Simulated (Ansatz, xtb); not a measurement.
Ranking isomers of CH7BO4

3 gas-phase structures of CH7BO4, from a drawn sample of its isomers (lower ones may exist). Each was relaxed with GFN2-xTB; where two conformers were screened, the lower at r2SCAN-D4/def2-SVP is listed:

A. `OC(O)(O)[BH2-][OH2+]`, a singlet
B. a singlet given by its coordinates
C. a singlet given by its coordinates

C (Å):

```yaml
atoms:
  - { symbol: C, position_ang: [0.7614, 0.5255, -0.5019] }
  - { symbol: B, position_ang: [1.8810, 0.8117, 0.6808] }
  - { symbol: O, position_ang: [1.6365, -0.0435, 1.7738] }
  - { symbol: O, position_ang: [1.3778, 2.3834, 1.2657] }
  - { symbol: O, position_ang: [-0.0355, 1.7098, -0.7001] }
  - { symbol: O, position_ang: [-0.0930, -0.5374, -0.1680] }
  - { symbol: H, position_ang: [2.3927, -0.1799, 2.3390] }
  - { symbol: H, position_ang: [2.9936, 1.0025, 0.3327] }
  - { symbol: H, position_ang: [0.8718, 2.1501, 2.0545] }
  - { symbol: H, position_ang: [0.7309, 2.5491, 0.5427] }
  - { symbol: H, position_ang: [1.2142, 0.2765, -1.4753] }
  - { symbol: H, position_ang: [-0.8020, 1.4498, -1.2231] }
  - { symbol: H, position_ang: [0.0829, -0.7646, 0.7556] }
```

Close contacts (Å): C1–B2 1.65, C1–O5 1.44, C1–O6 1.40, B2–O3 1.41, B2–O4 1.75, C1–H11 1.10, B2–H8 1.18, O3–H7 0.95, O4–H9 0.97, O4–H10 0.98, O5–H12 0.96, O6–H13 0.97.

B (Å):

```xyz
13

C     1.4743   -0.3498    0.4018
B     0.1239    1.6291    0.5688
O     2.6781   -0.7838   -0.1112
O     0.4460   -1.2750    0.0292
O     1.1907    0.8883   -0.0755
O    -1.2752    0.7675    0.1100
H     2.9481   -0.1421   -0.7815
H     1.4983   -0.3965    1.5033
H     0.7168   -1.6986   -0.7955
H     0.1026    1.5471    1.7498
H     0.0202    2.6919    0.0736
H    -1.4050    0.9873   -0.8195
H    -0.8890   -0.1407    0.1538
```

Close contacts (Å): C1–O3 1.38, C1–O4 1.43, C1–O5 1.36, B2–O5 1.45, B2–O6 1.71, C1–H8 1.10, B2–H10 1.18, B2–H11 1.18, O3–H7 0.97, O4–H9 0.97, O6–H12 0.96, O6–H13 0.99.

Task: Which do you expect lowest at r2SCAN-D4/def2-SVP, and how would the others follow?

Result: Calculated order at r2SCAN-D4/def2-SVP: C (0.0), B (4.2), A (30.3) kcal/mol.

Energies above the lowest of each column, in kcal/mol; the last columns are at PBE0-D4/def2-SVP geometries and were run for some of them only (a dash: not run or not comparable):

```csv
structure,GFN2-xTB,HF/STO-3G,r2SCAN-D4/def2-SVP,PBE0-D4/def2-SVP,CCSD(T)/def2-SVP + ΔMP2/def2-TZVPP
C,13.8,5.9,0.0,0.0,0.0
B,0.0,0.0,4.2,5.3,4.7
A,25.6,28.9,30.3,–,–
```

CCSD(T)/def2-SVP + ΔMP2/def2-TZVPP puts C lowest of those it was run on; GFN2-xTB picks B, HF/STO-3G picks B. Some further structures that were screened fall inside this span and aren't listed. Flexible structures stand in one conformer each, not always the lowest. Frequencies (GFN2-xTB) were run for B, C alone. ΔMP2 is the change of the MP2 energy from the smaller to the larger basis.

Programs: Ansatz 0.2.0, xtb 6.7.1.
